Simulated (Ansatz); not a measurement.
`OB/C=[N]/[GeH3]` + `NCS` → `OBNCS` + `C=[N][GeH3]`  (ligand exchange at a B–C bond)

Calculated with Ansatz (gas phase, PBE0-D4/def2-TZVP geometries, no zero-point term in ΔE). CCSD(T)/CBS adds triple-zeta CCSD(T) − MP2 to the extrapolated MP2 energy (def2 sets, frozen cores). Functionals use def2-TZVPP. B3LYP here is the variant with VWN-RPA as its local correlation; programs differ in this. For Ge outer-core shells are correlated without core-valence functions, which leaves a few kJ/mol of doubt a bond. Scalar relativity is left out up to krypton. One conformer a species, not always the lowest.

```tsv
level	ΔE (kcal/mol)
B3LYP-D4	-28.5
B3LYP	-27.3
```

What does CCSD(T)/CBS give? (Best estimate.)

Ansatz gave: -27.2 kcal/mol. The listed levels differ from it by -1.3, -0.1 kcal/mol.

Largest T1 diagnostic among the species: 0.014.

In def2-TZVPP, CCSD(T) changes the Hartree–Fock value by −1.1 kcal/mol (the triples alone add −0.3 kcal/mol) and MP2 by −2.0 kcal/mol. The D4 term adds −1.2 kcal/mol with B3LYP and −0.6 kcal/mol with PBE0; it sums over pairs of atoms, weighted by their polarisabilities, and B3LYP, whose exchange is more repulsive, gets the larger term.
